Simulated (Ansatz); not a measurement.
`NBS` + `CBN` → `CBNBN` + H₂S  (ligand exchange at a B–S bond)

Isolated molecules relaxed with PBE0-D4/def2-TZVP in Ansatz; ΔE leaves out vibrations. CCSD(T)/CBS is the MP2 limit (def2-TZVPP, def2-QZVPP) plus CCSD(T) − MP2 in def2-TZVPP, frozen cores. This one scheme is used for every species. DFT in def2-TZVPP. Each species was taken in one conformer, which may not be the lowest.

| level | ΔE (kJ/mol) |
| --- | --- |
| PBE-D4 | -1.4 |
| MP2/def2-TZVPP | -8.1 |

Q: What does CCSD(T)/CBS give? (Estimate.)

A: Ansatz gave: -10.8 kJ/mol. The listed levels differ from it by 9.4, 2.7 kJ/mol.

Q: What do rigid-rotor, harmonic-oscillator terms from PBE0-D4/def2-TZVP frequencies (298.15 K, 1 bar) make of the CCSD(T)/CBS value? (An estimate is asked.)

A: Computed: ΔZPE = -9.0 kJ/mol, ΔH = -17.5 kJ/mol, ΔS = -11 J/(mol·K), ΔG = -14.1 kJ/mol.

Largest T1 diagnostic among the species: 0.012.

From BLYP to BHLYP (50 % exact exchange), in def2-TZVPP and without D4, ΔE moves by −7.4 kJ/mol. Leaving LDA and LC-ωPBE aside and taking each functional with its dispersion term where it has one, the values, not all of them listed here, spread over 12.4 kJ/mol, from BHLYP-D4 to PBE-D4. LDA lies −6.7 kJ/mol from PBE without D4.
